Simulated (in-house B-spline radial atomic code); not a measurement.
Ionising Pt XXVI (Pt25+) with different functionals

Computed with a radial B-spline atomic code at the basis-set limit: scalar-relativistic (spin-free X2C) Hamiltonian, Fermi nucleus of rms radius 5.427 fm, spin-polarised at highest spin, spherical fractional occupations for the functionals. The ionisation energy is the difference of two self-consistent energies, [Kr] 4d10 4f7 → [Kr] 4d10 4f6, without Breit or QED terms; ε is the level of the shell that loses the electron (its least bound occupied spin orbital). There is no spin-orbit coupling in this Hamiltonian.

Hybrids are left out here: with spherical fractional occupations of an open shell their exact exchange keeps a self-interaction that integer-occupation calculations don't have.

| method | rung | ΔSCF (eV) | -ε(4f) (eV) |
| --- | --- | --- | --- |
| BP86 | GGA | 808.36 | 783.41 |
| BLYP | GGA | 808.01 | 783.07 |
| PW91 | GGA | 808.54 | 783.60 |
| revTPSS | meta-GGA | 808.08 | 783.17 |

Q: How do they compare with the NIST value?

A: NIST lists 820 eV ± 40 (tabulated theory, ground level to ground level). Errors run from -11.99 to -11.46 eV; all lie within about twice that uncertainty, so the table can't rank the methods.
